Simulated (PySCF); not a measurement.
H4Si2, charge +1, doublet, geometry from GFN2-xTB (a state made from the parent by changing its charge; the spin is typed, not shown lowest); CCSD/6-31G (PySCF).

The PySCF input:
```python
from pyscf import gto, scf, cc

mol = gto.Mole()
mol.atom = '''
    Si   -0.16616702    1.07796466    0.62002792
    H     0.06478625    2.52939845    0.75560368
    Si    0.13180641   -0.97390264   -0.53199956
    H     0.93583729   -0.94240197   -1.75786354
    H    -1.28013849   -1.29759961   -0.77854108
    H     0.76056340   -1.74626515    0.54840391
'''
mol.basis = '6-31g'
mol.charge = 1
mol.spin = 1
mol.verbose = 4
mol.build()

mf = scf.UHF(mol)
mf.kernel()

mycc = cc.CCSD(mf)
mycc.kernel()
print('E(CCSD) = %.10f' % mycc.e_tot)
mf.analyze()
```

The log (banner, timings and long lists left out):

```
PySCF version 2.14.0

[INPUT] verbose = 4
[INPUT] num. atoms = 6
[INPUT] num. electrons = 31
[INPUT] charge = 1
[INPUT] spin (= nelec alpha-beta = 2S) = 1
[INPUT] symmetry False subgroup None
[INPUT] Mole.unit = angstrom
[INPUT] Symbol           X                Y                Z      unit          X                Y                Z       unit  Magmom
[...]
nuclear repulsion = 74.1006028172535
number of shells = 22
number of NR pGTOs = 108
number of NR cGTOs = 34
basis = 6-31g
ecp = {}

******** <class 'pyscf.scf.uhf.UHF'> ********
method = UHF
initial guess = minao
damping factor = 0
level_shift factor = 0
DIIS = <class 'pyscf.scf.diis.CDIIS'>
diis_start_cycle = 1
diis_space = 8
diis_damp = 0
SCF conv_tol = 1e-09
SCF conv_tol_grad = None
SCF max_cycles = 50
direct_scf = True
direct_scf_tol = 1e-13
number electrons alpha = 16  beta = 15
Set gradient conv threshold to 3.16228e-05
init E= -579.713699497787

cycle= 1 E= -579.678037418743  delta_E= 0.0357  |g|= 0.212  |ddm|= 1.44
cycle= 2 E= -579.735747348667  delta_E= -0.0577  |g|= 0.0471  |ddm|= 0.564
cycle= 3 E= -579.73946707199  delta_E= -0.00372  |g|= 0.0171  |ddm|= 0.121
cycle= 4 E= -579.740237414696  delta_E= -0.00077  |g|= 0.00645  |ddm|= 0.0693
cycle= 5 E= -579.740375957585  delta_E= -0.000139  |g|= 0.00276  |ddm|= 0.0359
cycle= 6 E= -579.740403931628  delta_E= -2.8e-05  |g|= 0.000883  |ddm|= 0.0188
cycle= 7 E= -579.740406481895  delta_E= -2.55e-06  |g|= 0.000269  |ddm|= 0.00515
cycle= 8 E= -579.740406701637  delta_E= -2.2e-07  |g|= 0.000113  |ddm|= 0.00124
cycle= 9 E= -579.740406750948  delta_E= -4.93e-08  |g|= 4.34e-05  |ddm|= 0.000613
cycle= 10 E= -579.740406758556  delta_E= -7.61e-09  |g|= 1.43e-05  |ddm|= 0.000284
cycle= 11 E= -579.740406759365  delta_E= -8.09e-10  |g|= 4.58e-06  |ddm|= 8.6e-05
Extra cycle  E= -579.740406759419  delta_E= -5.41e-11  |g|= 2.93e-06  |ddm|= 1.61e-05
converged SCF energy = -579.740406759419  <S^2> = 0.75341671  2S+1 = 2.0034138

******** <class 'pyscf.cc.uccsd.UCCSD'> ********
CC2 = 0
CCSD nocc = (np.int64(16), np.int64(15)), nmo = (34, 34)
max_cycle = 50
direct = 0
conv_tol = 1e-07
conv_tol_normt = 1e-06
diis_space = 6
diis_start_cycle = 0
diis_start_energy_diff = 1e+09
Init t2, MP2 energy = -0.0907123730340818
Init E_corr(UCCSD) = -0.0907123730480313
cycle = 1  E_corr(UCCSD) = -0.111102265944984  dE = -0.0203898929  norm(t1,t2) = 0.0663613
cycle = 2  E_corr(UCCSD) = -0.117839822499937  dE = -0.00673755655  norm(t1,t2) = 0.0278385
[...]
E(UCCSD) = -579.8625691863582  E_corr = -0.1221624269393136
E(CCSD) = -579.8625691864
Total Energy =                        -579.740406759418875
[...]
                             alpha | beta                alpha | beta
[...]
To work with the spin densities directly, `use mulliken_meta_spin()` only printing them here.

 ** Mulliken spin pop alpha/beta on meta-lowdin orthogonal AOs **
 ** Mulliken Spin Density (per AO)  **
spin_pop of  0 Si 1s       -0.00000
spin_pop of  0 Si 2s        0.00002
spin_pop of  0 Si 3s        0.12102
spin_pop of  0 Si 4s       -0.00033
spin_pop of  0 Si 2px      -0.00000
spin_pop of  0 Si 2py      -0.00000
spin_pop of  0 Si 2pz      -0.00000
spin_pop of  0 Si 3px       0.27187
spin_pop of  0 Si 3py       0.05430
spin_pop of  0 Si 3pz       0.54001
spin_pop of  0 Si 4px       0.00023
spin_pop of  0 Si 4py       0.00013
spin_pop of  0 Si 4pz       0.00064
spin_pop of  1 H 1s       -0.01538
spin_pop of  1 H 2s        0.00047
spin_pop of  2 Si 1s        0.00000
spin_pop of  2 Si 2s       -0.00000
spin_pop of  2 Si 3s       -0.00072
spin_pop of  2 Si 4s        0.00009
spin_pop of  2 Si 2px      -0.00000
spin_pop of  2 Si 2py       0.00000
spin_pop of  2 Si 2pz       0.00000
spin_pop of  2 Si 3px      -0.00229
spin_pop of  2 Si 3py       0.01312
spin_pop of  2 Si 3pz      -0.01119
spin_pop of  2 Si 4px       0.00009
spin_pop of  2 Si 4py      -0.00023
spin_pop of  2 Si 4pz       0.00032
spin_pop of  3 H 1s        0.03902
spin_pop of  3 H 2s        0.00015
spin_pop of  4 H 1s       -0.00567
spin_pop of  4 H 2s       -0.00000
spin_pop of  5 H 1s       -0.00567
spin_pop of  5 H 2s       -0.00000
 ** Mulliken Spin Density (per atom)  **
spin density of  0 Si =      0.98789
spin density of  1 H =     -0.01490
spin density of  2 Si =     -0.00081
spin density of  3 H =      0.03917
spin density of  4 H =     -0.00568
spin density of  5 H =     -0.00568
 ** Mulliken pop alpha/beta on meta-lowdin orthogonal AOs **
 ** Mulliken pop       alpha | beta **
[...]
In total            16.00000 | 15.00000
 ** Mulliken atomic charges   ( Nelec_alpha | Nelec_beta ) **
charge of  0Si =      0.61566  (     7.18612      6.19823 )
charge of  1H =      0.04282  (     0.47114      0.48604 )
charge of  2Si =      0.37776  (     6.81072      6.81153 )
charge of  3H =     -0.00597  (     0.52257      0.48340 )
charge of  4H =     -0.01513  (     0.50473      0.51040 )
charge of  5H =     -0.01513  (     0.50473      0.51040 )

WARN: System has nonzero charge 1; the dipole moment is origin-dependent.
Location of origin: [0. 0. 0.]

Dipole moment(X, Y, Z, Debye): -0.04248,  2.29042,  0.83976
```
